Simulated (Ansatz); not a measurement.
Molecule: CHCl, charge 0, multiplicity 1. 
Coordinates optimised at B3LYP-D3(BJ)/def2-TZVP (Ansatz, an electronic-structure program):
SMILES: [CH]Cl
```xyz
3

C     -1.0688     0.5284     0.0463
Cl     0.4789    -0.1654    -0.0143
H     -1.7291    -0.3590    -0.0347
```
Charge 0, spin multiplicity 1.

Wanted: atomisation energy (electronic, to ground-state atoms), in kcal/mol. Valence correlation only, unless marked. Open shells are spin-unrestricted. Spin-orbit coupling is left out. Non-relativistic. The coupled-cluster limit lacks core correlation, which all-electron functionals hold. CBS(X,Y): correlation extrapolated as X^-3; Hartree-Fock from the larger set (for Q and 5 zeta extrapolated as (X+1)exp(-9√X)).

```tsv
level	program	atomisation energy (kcal/mol)	minus last row
HF/def2-SVPD	Ansatz	110.7	-70.6
PBE/def2-TZVPD	Ansatz	189.9	8.6
PBE-D4/def2-TZVPD	Ansatz + dftd4	190.6	9.3
B3LYP-D3(BJ)/def2-TZVPD	Ansatz + dftd3	180.4	-0.9
MP2/6-31G	Ansatz	118.3	-63.0
MP2/CBS(def2-TZVPPD,def2-QZVPPD)	Ansatz	182.8	1.5
CCSD(T)/CBS(cc-pV(Q+d)Z,cc-pV(5+d)Z)	Ansatz	181.3	0.0
```

The Hartree-Fock reference is unstable (checked in the largest basis), which strains HF and MP2.
